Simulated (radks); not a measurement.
The numbers below are computed, except where a source is named.
Numerical settings for neutral neodymium, [Xe] 4f4 6s2. Level of theory: scalar-relativistic Kohn-Sham, LDA (Slater exchange, Perdew-Wang correlation), spin-unpolarised, spherical densities, finite nucleus; Fermi nuclear charge, rms radius 4.9123 fm (a radial shooting solver on a logarithmic mesh with Libxc functionals). The defaults (mesh step 0.008 in ln r, mesh end at 40 bohr or more with all orbitals vanishing there, Anderson mixing 0.5 over 9 steps, residual threshold near 1e-9 with the energy settled to 1e-9 hartree or 1e-11 of itself, here a cap of 95 iterations) give E = -9616.5767 hartree and 4f at -1.942 eV in 14 iterations. Run on one thread of a shared host, so times are rough (Intel(R) Xeon(R) 6975P-C): 0.1 s of CPU time, 0.1 s wall, 14 iterations on 2440 mesh points. Changes against that run (0 stands for a change within the tolerance of the run):

setting                    iterations  converged  E (mhartree)  e(4f) (meV)  CPU (s)
mesh step in ln r 0.08              4         no      diverged            -     0.01
mesh step in ln r 0.005            14        yes             0            0     0.15
mesh step in ln r 0.12              4         no      diverged            -        0
mesh end (bohr) 20                 14        yes             0      +0.0386     0.09
mesh end (bohr) 12                 14        yes        +0.536        +45.4     0.09
residual threshold 0.001            9        yes             0        +2.58     0.07
residual threshold 1e-05           10        yes             0       -0.124     0.08
mixing 1                           19        yes             0            0     0.14
linear mixing, mixing 0.8          95         no      +1.4e+04    +1.95e+03      1.3
linear mixing, mixing 1            95         no     +3.09e+05    +1.95e+03      2.1
mixing history 2                   22        yes             0            0     0.14
iteration cap 8                     8         no             0        +2.58     0.06

No run marked as converged misses the energy by more than 1 mhartree. A mesh that ends early acts as a hard wall.
